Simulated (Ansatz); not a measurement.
`N[SiH]([SiH3])BF` and `BO[SiH](N)[SiH3]` differ in one atom or group.

Ansatz, PBE0-D4/def2-TZVP geometries, multiplicity 1. Each molecule was computed in one conformer, which needn't be the lowest.

```
                                        property  `N[SiH]([SiH3])BF`
               LUMO energy (PBE/def2-TZVPP) / eV               -2.65
           LUMO energy (ωB97M-V/def2-TZVPP) / eV                0.22
size of the dipole moment (B3LYP/def2-TZVPP) / D                1.00
               HOMO energy (PBE/def2-TZVPP) / eV               -5.79
              HOMO energy (PBE0/def2-TZVPP) / eV               -7.01
             HOMO energy (B3LYP/def2-TZVPP) / eV               -6.81
```

(1) What does the change do to each property? (Best estimate.)

Results:

(1) Ansatz gave: 
| property | `BO[SiH](N)[SiH3]` | shift |
| --- | --- | --- |
| LUMO energy (PBE/def2-TZVPP) / eV | -1.55 | 1.10 |
| LUMO energy (ωB97M-V/def2-TZVPP) / eV | 1.31 | 1.09 |
| size of the dipole moment (B3LYP/def2-TZVPP) / D | 1.70 | 0.70 |
| HOMO energy (PBE/def2-TZVPP) / eV | -6.43 | -0.64 |
| HOMO energy (PBE0/def2-TZVPP) / eV | -7.75 | -0.74 |
| HOMO energy (B3LYP/def2-TZVPP) / eV | -7.54 | -0.73 |

With PBE0 the HOMO falls by 0.74 eV and the LUMO rises by 1.17 eV, so the gap widens by about 1.91 eV. PBE moves the HOMO by -0.64 eV and ωB97M-V by -0.82 eV. Dipoles are sizes alone; their direction can turn.

B3LYP here is the variant with VWN-RPA as its local correlation; programs differ in this.
